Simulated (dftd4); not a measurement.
dimethylamine (C₂H₇N), singlet, at a GFN2-xTB geometry; D4 for b3lyp (dftd4).

Here is a job for dftd4.
```
$ dftd4 mol.xyz --func b3lyp --charge 0 --json dftd4.json --noedisp

# file mol.xyz
10

C     -0.03569820    -0.19812946     1.20885066
N     -0.01154258     0.58084668    -0.01145657
C     -0.03127914    -0.24555833    -1.20023843
H      0.79495153    -0.91719079     1.28867119
H      0.00160531     0.47631350     2.06242479
H     -0.97233828    -0.75537051     1.24598034
H      0.81745163     1.16872016    -0.02150966
H      0.79960582    -0.96714418    -1.24864846
H      0.00920307     0.39476842    -2.07955436
H     -0.96781698    -0.80389660    -1.21884120
```

Predict the main parts of the log of this dftd4 run.


```
                    ____  _____ _____     ____  _  _
      -------------|  _ \|  ___|_   _|---|  _ \| || |------------
     |             | | | | |_    | | ___ | | | | || |_           |
     |             | |_| |  _|   | ||___|| |_| |__   _|          |
     |             |____/|_|     |_|     |____/   |_|            |
     |             ===================================           |
     |            E. Caldeweyher, S. Ehlert & S. Grimme          |
     |          Mulliken Center for Theoretical Chemistry        |
     |                    University of Bonn                     |
      -----------------------------------------------------------

Rational (Becke-Johnson) damping: b3lyp-D4-ATM
---------------------
  s6         1.0000
  s8         2.0293
  s9         1.0000
  a1         0.4087
  a2         4.5381
 alp        16.0000
--------------------

Dispersion energy:      -7.1871781296605E-03 Eh

[Info] JSON dump of results written to 'dftd4.json'
```
